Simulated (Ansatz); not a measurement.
Reactions of CH7BSi2 (`[SiH3]B1C[SiH2]1`).

Program: Ansatz. Geometries: PBE0-D4/def2-TZVP. ΔE: electronic, gas phase. CCSD(T)/CBS adds triple-zeta CCSD(T) − MP2 to the extrapolated MP2 energy (def2 sets, frozen cores). This one scheme is used for every species, atoms too. DFT in def2-TZVPP. No spin–orbit coupling; open shells (•) take unrestricted orbitals. Spin–orbit coupling would lower the free atoms: a little for B, C, Si. Bonds to Br are less sure, by a few kJ/mol each and by 10 to 20 or more in all where they break to atoms, as the def2 sets lack core-valence functions. Scalar relativity is left out up to krypton. Each species was taken in one conformer, which may not be the lowest.

| reaction | CCSD(T)/CBS(def2) (kcal/mol) |
| --- | --- |
| `[SiH3]B1C[SiH2]1` + `BN[SiH3]` → `[SiH3]BN[SiH3]` + `B1C[SiH2]1` | 5.9 |
| `[SiH3]B1C[SiH2]1` → B• + C• + 7 H• + 2 Si• | 848.5 |
| `[SiH3]B1C[SiH2]1` → `C[SiH]1B[SiH2]1` | -6.5 |
| `[SiH3]B1C[SiH2]1` + HBr → `BrB1C[SiH2]1` + SiH₄ | -18.4 |
| `[SiH3]B1C[SiH2]1` → `[SiH3]C1B[SiH2]1` | ? |
| `[SiH3]B1C[SiH2]1` + `OC[SiH2]Cl` → `[SiH3]OC[SiH2]Cl` + `B1C[SiH2]1` | -19.9 |
| `[SiH3]B1C[SiH2]1` + `CCBS` → `CCBS[SiH3]` + `B1C[SiH2]1` | ? |

Q: Fill in the missing values. (An estimate is asked.)

A: Ansatz gave: `[SiH3]B1C[SiH2]1` → `[SiH3]C1B[SiH2]1`: -6.0 kcal/mol; `[SiH3]B1C[SiH2]1` + `CCBS` → `CCBS[SiH3]` + `B1C[SiH2]1`: -11.3 kcal/mol.

Largest T1 diagnostic: 0.014, for `[SiH3]B1C[SiH2]1`.
